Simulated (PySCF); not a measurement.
# Electronic absorption of Mo(NH)2Cl2

Species: Mo(NH)2Cl2 (singlet state).
SMILES: `[NH]=[Mo](=[NH])([Cl])[Cl]`

Computed, not measured: TDDFT CAM-B3LYP/def2-SVPD, vertical, gas phase, core orbitals frozen in the response, def2 core potentials past Kr in PySCF 2.14.0, density-fitted response routines. Geometry: PBE0-D3(BJ)/def2-SVP; no solvent, vibrations or thermal averaging. Spin–orbit coupling is left out.

| state | E (eV) | E (kJ/mol) | λ (nm) | f | \|μ\| (D) | main configurations (H = HOMO, L = LUMO) |
| --- | --- | --- | --- | --- | --- | --- |
| S1 | 4.08 | 394 | 303.7 | 0.0069 | 0.67 | H→L (92%) |
| S2 | 4.32 | 417 | 287.2 | 0.0084 | 0.72 | H-1→L (60%), H→L+1 (27%) |
| S3 | 4.38 | 423 | 283.1 | 0.0000 | 0.02 | H-2→L (96%) |
| S4 | 4.54 | 438 | 273.1 | 0.017 | 0.99 | H→L+1 (62%), H-1→L (24%) |
| S5 | 4.85 | 468 | 255.6 | 0.0000 | 0.01 | H→L+2 (85%) |
| S6 | 5.11 | 493 | 242.7 | 0.0003 | 0.11 | H-3→L (65%), H-2→L+1 (15%), H-1→L+2 (10%) |
| S7 | 5.15 | 497 | 240.7 | 0.0001 | 0.09 | H→L+3 (48%), H-1→L+1 (38%) |
| S8 | 5.53 | 533 | 224.4 | 0.0022 | 0.32 | H-2→L+2 (59%), H-1→L+1 (12%), H-2→L+1 (9%) |
| S9 | 5.53 | 534 | 224.1 | 0.013 | 0.79 | H-1→L+3 (48%), H-4→L (20%) |
| S10 | 5.54 | 534 | 223.9 | 0.0034 | 0.40 | H-1→L+2 (36%), H-2→L+1 (36%), H-1→L+3 (9%) |

Triplets (Tamm–Dancoff): T1 3.55 eV, H→L (82%); T2 3.94 eV, H-1→L (53%), H→L+1 (33%); T3 4.10 eV, H-2→L+1 (40%), H-1→L+2 (26%), H-8→L+1 (14%); T4 4.12 eV, H-2→L (85%).

The lowest singlet comes at 304 nm (394 kJ/mol) in the ultraviolet; it is weak; its leading configuration is HOMO→LUMO (92%). The most intense listed level is S4 at 4.54 eV (273 nm, f = 0.017), 0.46 eV above S1. S8/S9/S10 lie within about 0.01 eV of each other. For S1 the Löwdin share of molybdenum is at most 12% in HOMO and 59% in LUMO (ligand-to-metal charge transfer by this measure); for S4 the Löwdin share of molybdenum is at most 12% in HOMO and 51% in LUMO+1 (ligand-to-metal charge transfer by this measure). The listed states span 1.46 eV, and the widest gap between neighbours is 0.37 eV (S7 to S8). Of the 10 states listed, 2 reach f = 0.01 and 4 stay under 0.0005. Only the lowest 10 singlets were computed, as vertical energies without vibronic structure.

On Arm Neoverse N1, one thread, on a shared host, this took 31 s.
